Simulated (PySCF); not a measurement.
C₃H₆OSi.

```xyz
11

C      2.4136     0.8291     0.5114
C      1.2763     0.3931     0.4126
Si    -0.4355    -0.2718     0.2544
C     -1.5909     1.0482    -0.3557
O     -0.4691    -1.5020    -0.8719
H      3.4139     1.2158     0.5985
H     -0.8301    -0.7698     1.6074
H     -1.2588     1.4234    -1.3362
H     -2.6112     0.6481    -0.4663
H     -1.6255     1.8965     0.3457
H      0.1667    -2.2159    -0.7455
```
Charge 0, spin multiplicity 1.

The structure is a stationary point at r2SCAN-D4/def2-SVP. The structure was generated by enumeration; whether it is a known compound was not checked. One conformer was computed; it need not be the lowest.

All values below come from PySCF with KT2/pcSseg-1. Non-relativistic, no solvent.

Computed absolute GIAO shielding of each atom: isotropic value and principal components (ppm):
```tsv
atom	σ(iso)	σ11	σ22	σ33	span
C1	91.0	14.5	19.8	238.5	224.0
C2	101.4	6.1	10.3	287.9	281.9
Si3	387.3	326.0	390.9	445.0	119.0
C4	183.6	172.3	188.0	190.6	18.3
O5	288.6	268.9	285.8	310.9	42.0
H6	28.6	23.8	24.0	38.0	14.2
H7	26.0	23.2	23.8	30.9	7.7
H8	30.6	26.9	28.4	36.5	9.6
H9	30.7	26.6	27.9	37.5	10.9
H10	31.1	27.1	28.5	37.6	10.5
H11	30.3	22.5	25.7	42.7	20.2
```
